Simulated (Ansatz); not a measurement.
Te₄Pb₄⁻. Charge -1, multiplicity 2. Geometry PBE-D4/def2-SVP, that of the neutral singlet; atoms count from 1.

Cartesian coordinates in Å:
```
Pb -0.173 -1.789 1.752
Pb -1.455 1.943 0.639
Pb 2.383 0.765 -0.182
Pb -0.756 -0.920 -2.209
Te 0.834 1.015 2.443
Te 0.191 1.975 -1.938
Te 1.609 -2.146 -0.708
Te -2.634 -0.844 0.203
```

In the def2 sets Pb, Te take a core potential; there is no spin–orbit coupling. The highest occupied level of the charge -1 doublet lies above zero (up to 0.20 eV). By energy differences its removal costs 0.99 eV (vertical, to the charge 0 singlet, at PBE0-D4/def2-SVP); self-interaction error and the lack of diffuse functions both raise the level. The structure comes from a short search, and lower isomers may exist.

**Question.** Estimate the Mulliken populations from the PBE0/def2-SVP orbitals of Ansatz.

**Answer.** 
```
atom  charge (e)  spin (α − β)
 Pb1        0.28          0.25
 Pb2        0.28          0.24
 Pb3        0.28          0.42
 Pb4        0.28          0.26
 Te5       -0.54         -0.04
 Te6       -0.54         -0.04
 Te7       -0.54         -0.04
 Te8       -0.50         -0.04
```
Mulliken values and Mayer orders depend strongly on the basis.

**Question.** Where does the spin sit?

**Answer.** Summed by element: Pb 1.17, Te -0.17, of 1 unpaired in all. Largest on single atoms: Pb3 0.42, Pb4 0.26, Pb1 0.25.

**Question.** And the Mayer bond orders between bonded heavy atoms (over 0.3)?

**Answer.** Pb1–Te5 0.70 (3.06 Å); Pb1–Te7 0.72 (3.06 Å); Pb1–Te8 0.70 (3.06 Å); Pb2–Te5 0.71 (3.06 Å); Pb2–Te6 0.73 (3.06 Å); Pb2–Te8 0.69 (3.06 Å); Pb3–Te5 0.65 (3.06 Å); Pb3–Te6 0.64 (3.06 Å); Pb3–Te7 0.63 (3.06 Å); Pb4–Te6 0.69 (3.06 Å); Pb4–Te7 0.70 (3.06 Å); Pb4–Te8 0.70 (3.06 Å).
